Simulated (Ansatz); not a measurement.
`C/C=C(\O)[SiH3]` + `[OH][Al]([F])[F]` → `[F][Al]([F])[O][SiH3]` + `C/C=C/O`  (ligand exchange at the Si–C bond)

Computed with Ansatz on PBE0-D4/def2-TZVP structures; ΔE is electronic, products minus reactants. CCSD(T)/CBS adds triple-zeta CCSD(T) − MP2 to the extrapolated MP2 energy (def2 sets, frozen cores). Double bonds are as drawn, so ΔE can hold a change between cis and trans. DFT in def2-TZVPP. B3LYP here is the variant with VWN-RPA as its local correlation; programs differ in this. One conformer a species, not always the lowest.

```tsv
level	ΔE (eV)
PBE-D4	-0.99
r2SCAN-D4	-1.14
ωB97X-V	-1.18
ωB97M-V	-1.16
PBE	-1.03
PBE0	-1.12
B3LYP	-1.24
SCS-MP2/def2-TZVPP	-1.25
```

Question: What does CCSD(T)/CBS give? (Estimate.)

Answer: The calculation gave: -1.17 eV. The listed levels differ from it by 0.18, 0.03, -0.01, 0.01, 0.14, 0.05, -0.07, -0.08 eV.

Largest T1 diagnostic among the species: 0.013.

From PBE to PBE0 (25 % exact exchange), in def2-TZVPP and without D4, ΔE moves by −0.09 eV. In def2-TZVPP, CCSD(T) changes the Hartree–Fock value by +0.33 eV (the triples alone add +0.06 eV) and MP2 by +0.33 eV. The D4 term adds +0.06 eV with B3LYP and +0.03 eV with PBE0; it sums over pairs of atoms, weighted by their polarisabilities, and B3LYP, whose exchange is more repulsive, gets the larger term.
